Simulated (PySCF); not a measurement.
Selenoanisole, C7H8Se.
Numbering: `[CH3:1][Se:2][c:3]1[cH:4][cH:5][cH:6][cH:7][cH:8]1` (hydrogens: H9, H10, H11 on C1; H12 on C4; H13 on C5; H14 on C6; H15 on C7; H16 on C8)

Torsions of this conformer, `[CH3:1][Se:2][c:3]1[cH:4][cH:5][cH:6][cH:7][cH:8]1`: C1–Se2–C3–C4 180°.

The closed-shell ground state was solved at several levels (PySCF, density fitting, gas phase). Geometry: GFN2-xTB, one conformer, isolated molecule. The calculation is non-relativistic and has no spin–orbit coupling, an omission that weighs most on selenium.

```tsv
level	basis functions	HOMO (eV)	LUMO (eV)	gap (eV)	dipole (D)
B3LYP/pcJ-1 (pcSseg-1 on Se)	310	-5.67	-0.43	5.24	1.22
B3LYP/def2-SVPD	245	-5.72	-0.54	5.18	1.26
```

Problem. Estimate the row for PBE0/pcSseg-1, a basis of 200 functions; the other rows only guide the guess.

Solution. HOMO -5.92 eV, LUMO -0.28 eV, gap 5.64 eV, dipole 1.30 D.

Problem. Over all these levels, which gives the widest orbital gap and which the narrowest?

Solution. PBE0/pcSseg-1 (global hybrid, 25 % exact exchange) has the widest, 5.64 eV, and B3LYP/def2-SVPD (global hybrid, 20 % exact exchange) the narrowest, 5.18 eV. Functional and basis both differ between the two, so the spread mixes both effects.

Problem. How far do the dipole and the HOMO energy spread over the levels?

Solution. The dipole runs from 1.22 to 1.30 D (mean 1.26 D) and the HOMO from -5.92 to -5.67 eV.
